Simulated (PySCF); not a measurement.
Spinor energies of Ar (argon, neutral)

Start: [Ar]. Calculated with PySCF 2.14 in x2c-SVPall-2c (4s4p1d, 21 functions): generalised Hartree-Fock with the X2C-1e Hamiltonian and a Gaussian nucleus; one run each with spin-orbit coupling (SO) switched off, then screened by Boettger's factors.

```csv
spinor shell,electrons,"ε, spin-free (eV)","ε, screened SO (eV)",weight of nominal j (screened SO),"rms radius, screened SO (bohr)"
1s1/2,2,-3238.2,-3238.2,1.000,0.0992
2s1/2,2,-336.91,-336.91,1.000,0.447
2p1/2,2,-259.98,-261.53,1.000,0.415
2p3/2,4,-259.98,-259.21,1.000,0.418
3s1/2,2,-34.525,-34.525,1.000,1.53
3p1/2,2,-15.706,-15.846,1.000,1.78
```

Problem. Where does 3p3/2 lie, and what is the 3p spin-orbit splitting (screened SO)?

Solution. At -15.636 eV, 0.210 eV above 3p1/2.

```json
{"quantity": "E (hartree)", "spin-free": "-528.41330", "screened SO": "-528.41417"}
{"quantity": "M_J", "spin-free": "0", "screened SO": "0"}
{"quantity": "⟨J²⟩", "spin-free": "0.000", "screened SO": "0.000"}
{"quantity": "⟨L²⟩", "spin-free": "0.000", "screened SO": "0.000"}
{"quantity": "⟨S²⟩", "spin-free": "0.000", "screened SO": "0.000"}
```

Without spin-orbit coupling the j labels of p, d and f shells carry no meaning; the spin-free column gives the mean over the occupied spinors of each nl shell.
